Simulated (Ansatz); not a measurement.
# Which is lower?

The two ends of one reaction step of SnH$_{5}$SF, closed shell (PBE0-D4/def2-TZVP).

A:

```
atom    x (Å)    y (Å)    z (Å)
 Sn1  -1.1341   0.0187  -0.1943
  S2   0.7532   1.1769   0.8131
  H3  -1.0829   0.4869  -1.8242
  H4  -2.5457   0.5740   0.5830
  H5  -0.9082  -1.6476   0.0437
  H6   1.9574  -0.1875  -0.3764
  F7   2.2254  -0.8578  -0.9790
  H8   0.7350   0.4365   1.9342
```

B:

Sn1  (-0.984, -0.737, -0.652)
S2  (1.347, 1.847, 0.774)
H3  (-0.984, 0.582, -1.720)
H4  (-1.554, -0.404, 0.912)
H5  (-1.650, -2.154, -1.323)
H6  (1.766, 0.627, 0.390)
F7  (0.882, -1.214, -0.424)
H8  (1.177, 1.452, 2.044)
(Å)

Program: Ansatz 0.2.0. Basis: def2-TZVPP. Cores are frozen in the correlated methods. Filled d shells of the heavier atoms are correlated. Core potentials replace the inner electrons of the atoms past krypton. The def2 sets are not built for correlating such inner shells, so the correlated values are less sure here. B3LYP uses VWN-RPA correlation.

Which structure is lower at CCSD(T), and by how much? (Judge from chemistry; the value comes from the calculation.)

The calculation gives: A, by 0.186 eV (electronic energy, against the other). By their contacts, A is a complex of SnH₄S ([SH][SnH3]) + HF and B is a complex of SnH₃F ([F][SnH3]) + H₂S.

All methods give the same order:

| method | E(B) − E(A) (eV) |
| --- | --- |
| SPW92 | 0.331 |
| PBE-D4 | 0.235 |
| BLYP-D4 | 0.107 |
| r2SCAN-D4 | 0.154 |
| B97M-V | 0.020 |
| PBE0-D4 | 0.262 |
| B3LYP-D4 | 0.135 |
| r2SCAN0-D4 | 0.205 |
| BHLYP-D4 | 0.127 |
| CAM-B3LYP-D4 | 0.081 |
| wB97X-V | 0.096 |
| wB97M-V | 0.136 |
| B2PLYP | 0.137 |
| PBE-QIDH | 0.258 |
| RPA on PBE | 0.117 |
| HF | 0.009 |
| MP2 | 0.256 |
| CCSD | 0.161 |
| CCSD(T) | 0.186 |

T1 diagnostic: at most 0.013.

Labels in which every atom is bracketed show which atoms are joined, not bond orders.

For scale, one of the runs: CCSD(T)/def2-TZVPP, 193 basis functions, launched by `ansatz run in.yaml --threads 4 --pin off --events-out ev --progress --plain --max-ram 9574MiB`. The run took 120 s on 4 CPU threads of an AMD EPYC (shared host), with 2.4 GiB of host memory at its peak.
